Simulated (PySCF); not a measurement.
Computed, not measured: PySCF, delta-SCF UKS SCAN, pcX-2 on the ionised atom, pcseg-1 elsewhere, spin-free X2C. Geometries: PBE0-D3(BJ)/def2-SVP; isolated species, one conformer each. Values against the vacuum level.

Problem. Rank by computed C 1s binding energy, lowest first.
A. C3 in `[CH3:1][GeH2:2][CH:3]=[O:4]`
B. C1 in `[CH3:1][C:2]([CH3:3])([CH3:4])[CH:5]=[O:6]`
C. C2 in `[OH:1][CH2:2][CH:3]1[CH2:4][CH2:5][CH2:6]1`
D. C1 in `[CH3:1][CH:2]=[C:3]=[O:4]`
E. C5 in `[CH3:1][C:2](=[O:3])[CH:4]([CH3:5])[CH3:6]`
F. C4 in `[CH3:1][S:2][GaH:3][CH:4]1[CH2:5][CH2:6]1`

Solution. F (289.96 eV), E (290.50 eV), B (290.87 eV), D (291.44 eV), C (291.94 eV), A (293.16 eV).

From the lowest up, the atoms are bonded to: 2 C, H and Ga (289.96); C and 3 H (290.50); C and 3 H (290.87); C and 3 H (291.44); O, C and 2 H (291.94); O (double bond), H and Ge (293.16).

Problem. Order these sites by rising O 1s binding energy.
A. Oxygen in `CC(C)(C)C=O`
B. Oxygen in `CC(=O)C(C)C`
C. Oxygen in `[CH](=O)[GeH2][CH3]`
D. Oxygen in `CC=C=O`
E. Oxygen in `OCC1CCC1`

Solution. B (537.49 eV), A (538.01 eV), C (538.27 eV), E (538.61 eV), D (539.64 eV).

From the lowest up, the atoms are bonded to: C (double bond) (537.49); C (double bond) (538.01); C (double bond) (538.27); C and H (538.61); C (double bond) (539.64).

1 of these hole states is spin-contaminated (⟨S²⟩ 0.87, against 0.75; counted from 0.85) and less certain.
